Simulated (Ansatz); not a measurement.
```yaml
crystal:
  periodic: [false, false, false]
  atoms:
    - {symbol: C, position_ang: [-4.287733, -0.537017, -0.872722]}
    - {symbol: Ta, position_ang: [0.238710, 0.731755, 0.010759]}
    - {symbol: C, position_ang: [2.388076, -2.749633, 2.488631]}
    - {symbol: N, position_ang: [0.184316, 3.922237, 2.221398]}
    - {symbol: N, position_ang: [2.394653, 1.669140, -3.654452]}
    - {symbol: H, position_ang: [-5.372118, -1.147485, 1.195497]}
    - {symbol: H, position_ang: [-5.597155, 1.217600, -1.869476]}
    - {symbol: H, position_ang: [-4.375934, -2.453511, -2.341368]}
    - {symbol: H, position_ang: [1.065652, -3.286750, 4.435249]}
    - {symbol: H, position_ang: [4.586157, -2.157008, 3.265723]}
    - {symbol: H, position_ang: [2.587642, -4.757806, 1.160141]}
    - {symbol: H, position_ang: [0.125915, 5.711796, 3.520918]}
    - {symbol: H, position_ang: [3.321020, 3.601636, -4.225752]}
    - {symbol: H, position_ang: [2.712197, 0.170585, -5.271186]}
basis:
  gaussian: {orbitals: def2-SVPD}
hamiltonian: {xc: {name: PBEsol}, dispersion: d3bj}
output: {forces: true}
```

```sh
$ ansatz run in.yaml --threads 4 --pin off --events-out ev --progress --plain --max-ram 11315MiB
```

Output, abridged:

```
Functional definition: PBEsol
1580 factors; their error is unknown
mean field evaluation 1: about -6549.3597 eV, gradient 1.3e2 eV
mean field evaluation 2: about -5022.9823 eV, gradient 3.9e2 eV
mean field evaluation 4: about -6471.1640 eV, gradient 1.5e2 eV
mean field evaluation 8: about -6653.6247 eV, gradient 1.8e1 eV
mean field evaluation 16: about -6659.2267 eV, gradient 8.4e-1 eV
mean field evaluation 32: about -6659.2392 eV, gradient 5.9e-2 eV
mean field evaluation 96: about -6659.2332 eV, gradient 1.7e-1 eV
mean field evaluation 128: about -6659.2369 eV, gradient 1.7e-1 eV
mean field evaluation 256: about -6659.2393 eV, gradient 2.5e-2 eV
mean field evaluation 288: about -6659.2248 eV, gradient 1.3e-1 eV
mean field evaluation 320: about -6659.2347 eV, gradient 7.5e-1 eV
mean field evaluation 384: about -6659.2382 eV, gradient 2.4e-2 eV
mean field evaluation 544: about -6659.1801 eV, gradient 2.3e-1 eV
mean field -6659.23928576 eV, -244.7225299574 hartree, gradient 1.9e-7 eV, S^2 0.000000; 20 other end points of the search recorded, 0 dependent functions left out
reference -6659.23939719 eV, -244.7225340523 hartree; 24, 24 occupied and 163, 163 virtual orbitals, 1580 factors
Total energy: -6659.34238167 eV, -244.7263186620 hartree
Atom 0 at    -4.287733    -0.537017    -0.872722 Å, force    -1.798476    -0.544997    -0.263302 eV/Å
Atom 1 at     0.238710     0.731755     0.010759 Å, force    -0.081093     0.563942     0.319647 eV/Å
Atom 2 at     2.388076    -2.749633     2.488631 Å, force     0.803538    -1.402539     1.037838 eV/Å
Atom 3 at     0.184316     3.922237     2.221398 Å, force    -0.009628     1.439542     1.061105 eV/Å
Atom 4 at     2.394653     1.669140    -3.654452 Å, force     1.300832     0.400645    -2.061049 eV/Å
Atom 5 at    -5.372118    -1.147485     1.195497 Å, force     0.874295     0.492556    -1.686084 eV/Å
Atom 6 at    -5.597155     1.217600    -1.869476 Å, force     1.074376    -1.444572     0.815782 eV/Å
Atom 7 at    -4.375934    -2.453511    -2.341368 Å, force     0.062962     1.547413     1.184174 eV/Å
Atom 8 at     1.065652    -3.286750     4.435249 Å, force     1.074733     0.428887    -1.576252 eV/Å
Atom 9 at     4.586157    -2.157008     3.265723 Å, force    -1.803904    -0.498295    -0.636497 eV/Å
Atom 10 at     2.587642    -4.757806     1.160141 Å, force    -0.155629     1.613129     1.076314 eV/Å
Atom 11 at     0.125915     5.711796     3.520918 Å, force     0.041268    -2.133211    -1.537793 eV/Å
Atom 12 at     3.321020     3.601636    -4.225752 Å, force    -1.071102    -2.353707     0.496149 eV/Å
Atom 13 at     2.712197     0.170585    -5.271186 Å, force    -0.312171     1.891209     1.769969 eV/Å
Dipole moment:     0.169279     0.344981    -0.219150 e Å
```

Problem. Something in this input is off. What?

Solution. The geometry is stretched to more than twice its size. Self-consistency was reached. The result belongs to that input, not to the molecule as meant.
